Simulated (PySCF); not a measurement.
PySCF input for CH5Al, SMILES [CH3][AlH2], ADC(2)/aug-cc-pVDZ. Coordinates come from a PBE0-D3(BJ)/def2-TZVP optimisation.

```python
import numpy as np
from pyscf import gto, scf, dft, adc

mol = gto.M(
    atom='''
    Al    0.00719943   -0.34629183   -0.62439000
    H    -1.33397928   -0.48294504   -1.46824659
    H     1.34824359   -0.96606627   -1.21298914
    C    -0.00724579    0.59099742    1.08580174
    H    -0.07134778    1.67259877    0.91564306
    H     0.88940845    0.40868820    1.68232406
    H    -0.88244273    0.32353356    1.68552806
    ''',
    basis='aug-cc-pVDZ',
    charge=0,
    spin=0,
    max_memory=1600,
    verbose=4,
)
mf = scf.RHF(mol)
mf.conv_tol = 1e-10
mf.max_cycle = 100
mf.kernel()
res = {}
for kind, nroots in (('ee', 6), ('ip', 6), ('ea', 2)):
    a = adc.ADC(mf).density_fit('aug-cc-pvdz-ri')
    a.method, a.method_type = 'adc(2)', kind
    e, v, p, x = a.kernel(nroots=nroots)
    res[kind] = (e * 27.211386245988, p)
for kind, (e, p) in res.items():
    print(kind, 'energies / eV', np.round(e, 3), 'strengths', np.round(p, 4))
```

Output:

```
PySCF version 2.14.0

[INPUT] verbose = 4
[INPUT] num. atoms = 7
[INPUT] num. electrons = 24
[INPUT] charge = 0
[INPUT] spin (= nelec alpha-beta = 2S) = 0
[INPUT] symmetry False subgroup None
[INPUT] Mole.unit = angstrom
[INPUT] Symbol           X                Y                Z      unit          X                Y                Z       unit  Magmom
[INPUT]  1 Al     0.007199430000  -0.346291830000  -0.624390000000 AA    0.013604950953  -0.654396717874  -1.179926094917 Bohr   0.0
[INPUT]  2 H     -1.333979280000  -0.482945040000  -1.468246590000 AA   -2.520855495044  -0.912633858817  -2.774583938427 Bohr   0.0
[INPUT]  3 H      1.348243590000  -0.966066270000  -1.212989140000 AA    2.547811134300  -1.825600668480  -2.292217266672 Bohr   0.0
[INPUT]  4 C     -0.007245790000   0.590997420000   1.085801740000 AA   -0.013692558656   1.116823264125   2.051867914176 Bohr   0.0
[INPUT]  5 H     -0.071347780000   1.672598770000   0.915643060000 AA   -0.134827763796   3.160753591584   1.730314611259 Bohr   0.0
[INPUT]  6 H      0.889408450000   0.408688200000   1.682324060000 AA    1.680738383374   0.772308768341   3.179131726166 Bohr   0.0
[INPUT]  7 H     -0.882442730000   0.323533560000   1.685528060000 AA   -1.667575080314   0.611389820506   3.185186408669 Bohr   0.0

nuclear repulsion = 50.620438650774
number of shells = 41
number of NR pGTOs = 140
number of NR cGTOs = 95
basis = aug-cc-pVDZ
ecp = {}


[settings echo left out]
init E= -282.451921850511
  HOMO = -0.302455171468996  LUMO = -0.00141247492863039  gap/eV = 8.19179
cycle= 1 E= -282.660377475879  delta_E= -0.208  |g|= 0.213  |ddm|= 2.33
  HOMO = -0.406242587990565  LUMO = 0.020023819517808  gap/eV = 11.59930
cycle= 2 E= -282.680406122977  delta_E= -0.02  |g|= 0.0523  |ddm|= 0.419
  HOMO = -0.411997914997914  LUMO = 0.0228515000154674  gap/eV = 11.83286
cycle= 3 E= -282.681988274687  delta_E= -0.00158  |g|= 0.0172  |ddm|= 0.148
  HOMO = -0.407897577622615  LUMO = 0.022911533245713  gap/eV = 11.72291
cycle= 4 E= -282.682090772696  delta_E= -0.000102  |g|= 0.00278  |ddm|= 0.0267
  HOMO = -0.409090748079211  LUMO = 0.0227454100668565  gap/eV = 11.75086
cycle= 5 E= -282.682095264119  delta_E= -4.49e-06  |g|= 0.000494  |ddm|= 0.00561
  HOMO = -0.409075146743751  LUMO = 0.0227697096123594  gap/eV = 11.75110
cycle= 6 E= -282.682095469878  delta_E= -2.06e-07  |g|= 0.000125  |ddm|= 0.000997
  HOMO = -0.40910012765981  LUMO = 0.0227674548483892  gap/eV = 11.75172
cycle= 7 E= -282.682095483399  delta_E= -1.35e-08  |g|= 1.84e-05  |ddm|= 0.000342
  HOMO = -0.40909897940227  LUMO = 0.0227681618744815  gap/eV = 11.75170
cycle= 8 E= -282.682095483667  delta_E= -2.68e-10  |g|= 3.19e-06  |ddm|= 4.9e-05
  HOMO = -0.409099535397782  LUMO = 0.0227680379058115  gap/eV = 11.75172
cycle= 9 E= -282.682095483679  delta_E= -1.18e-11  |g|= 9.13e-07  |ddm|= 1.01e-05
  HOMO = -0.409099509730722  LUMO = 0.0227680480774128  gap/eV = 11.75171
Extra cycle  E= -282.682095483683  delta_E= -3.98e-12  |g|= 4.33e-07  |ddm|= 1.71e-06
converged SCF energy = -282.682095483683

******** <class 'pyscf.adc.radc.RADC'> ********
******** ADC Orbital Information ********
Number of Frozen Occupied Orbitals: 0
Number of Frozen Virtual Orbitals: 0
Number of Active Occupied Orbitals: 12
Number of Active Virtual Orbitals: 83
*****************************************
******** <class 'pyscf.df.df.DF'> ********
auxbasis = aug-cc-pvdz-ri
Reference correlation energy (doubles): -0.24258226
MP2 correlation energy of reference state (a.u.) = -0.24258226

******** <class 'pyscf.adc.radc_ee.RADCEE'> ********
max_space = 12
max_cycle = 50
conv_tol = 1e-08

*************************************************************
        ADC calculation summary (singlet states only)
*************************************************************
adc(2) root 0  |  Energy (Eh) =   0.2078657558  |  Energy (eV) =   5.65631532  |  Osc. strength = 0.00263396  |  conv = True
adc(2) root 1  |  Energy (Eh) =   0.2167596416  |  Energy (eV) =   5.89833028  |  Osc. strength = 0.00000470  |  conv = True
adc(2) root 2  |  Energy (Eh) =   0.2659190046  |  Energy (eV) =   7.23602468  |  Osc. strength = 0.14276920  |  conv = True
adc(2) root 3  |  Energy (Eh) =   0.2969818592  |  Energy (eV) =   8.08128801  |  Osc. strength = 0.02509688  |  conv = True
adc(2) root 4  |  Energy (Eh) =   0.3041790661  |  Energy (eV) =   8.27713399  |  Osc. strength = 0.08161765  |  conv = True
adc(2) root 5  |  Energy (Eh) =   0.3055120584  |  Energy (eV) =   8.31340655  |  Osc. strength = 0.11941641  |  conv = False

WARN: Davidson iterations for 1 root(s) did not converge!!!


******** <class 'pyscf.adc.radc.RADC'> ********
******** ADC Orbital Information ********
Number of Frozen Occupied Orbitals: 0
Number of Frozen Virtual Orbitals: 0
Number of Active Occupied Orbitals: 12
Number of Active Virtual Orbitals: 83
*****************************************
******** <class 'pyscf.df.df.DF'> ********
auxbasis = aug-cc-pvdz-ri
Reference correlation energy (doubles): -0.24258226
MP2 correlation energy of reference state (a.u.) = -0.24258226

******** <class 'pyscf.adc.radc_ip.RADCIP'> ********
max_space = 12
max_cycle = 50
conv_tol = 1e-08

*************************************************************
        ADC calculation summary (doublet states only)
*************************************************************
adc(2) root 0  |  Energy (Eh) =   0.3757202177  |  Energy (eV) =  10.22386788  |  Spec. factor = 1.81479785  |  conv = True
adc(2) root 1  |  Energy (Eh) =   0.4021558840  |  Energy (eV) =  10.94321900  |  Spec. factor = 1.87077041  |  conv = True
adc(2) root 2  |  Energy (Eh) =   0.4955194134  |  Energy (eV) =  13.48377004  |  Spec. factor = 1.80034864  |  conv = True
adc(2) root 3  |  Energy (Eh) =   0.4994636828  |  Energy (eV) =  13.59109908  |  Spec. factor = 1.79987463  |  conv = True
adc(2) root 4  |  Energy (Eh) =   0.5226620458  |  Energy (eV) =  14.22235869  |  Spec. factor = 1.84131178  |  conv = True
adc(2) root 5  |  Energy (Eh) =   0.8108517131  |  Energy (eV) =  22.06439897  |  Spec. factor = 1.66982113  |  conv = True

******** <class 'pyscf.adc.radc.RADC'> ********
******** ADC Orbital Information ********
Number of Frozen Occupied Orbitals: 0
Number of Frozen Virtual Orbitals: 0
Number of Active Occupied Orbitals: 12
Number of Active Virtual Orbitals: 83
*****************************************
******** <class 'pyscf.df.df.DF'> ********
auxbasis = aug-cc-pvdz-ri
Reference correlation energy (doubles): -0.24258226
MP2 correlation energy of reference state (a.u.) = -0.24258226

******** <class 'pyscf.adc.radc_ea.RADCEA'> ********
max_space = 12
max_cycle = 50
conv_tol = 1e-08

*************************************************************
        ADC calculation summary (doublet states only)
*************************************************************
adc(2) root 0  |  Energy (Eh) =   0.0073702251  |  Energy (eV) =   0.20055404  |  Spec. factor = 1.95028690  |  conv = True
adc(2) root 1  |  Energy (Eh) =   0.0254544079  |  Energy (eV) =   0.69264972  |  Spec. factor = 1.97795715  |  conv = True
ee energies / eV [5.656 5.898 7.236 8.081 8.277 8.313] strengths [0.0026 0.     0.1428 0.0251 0.0816 0.1194]
ip energies / eV [10.224 10.943 13.484 13.591 14.222 22.064] strengths [1.8148 1.8708 1.8003 1.7999 1.8413 1.6698]
ea energies / eV [0.201 0.693] strengths [1.9503 1.978 ]
```

Convergence was not reached.
